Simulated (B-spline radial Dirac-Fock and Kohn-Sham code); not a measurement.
Z = 77 (iridium), transition energy 1000 keV. The computed values come from a radial atomic solver: a Dirac-Hartree-Slater potential of the neutral atom with a Latter tail (no hole, which puts coefficients of high multipoles low close above an edge), finite nucleus with surface currents. Subshells that would emit electrons below 1 keV are left out.

Q: A pure transition shows α(K) = 0.0246, L1/L2 = 9.38 and L1/L3 = 72.4. What is its multipolarity?
A. M1
B. E3
C. M3
D. E4
E. E1
F. M2
G. E2
H. M4

A: F. For comparison, α(K), L1/L2, L1/L3 are E1 0.00172, 14.9, 19.2; E2 0.00425, 4.55, 14.1; E3 0.00906, 2.14, 11.0; E4 0.0179, 1.34, 8.52; M1 0.0101, 13.0, 129; M3 0.0469, 6.82, 24.2; M4 0.0853, 5.23, 10.5.
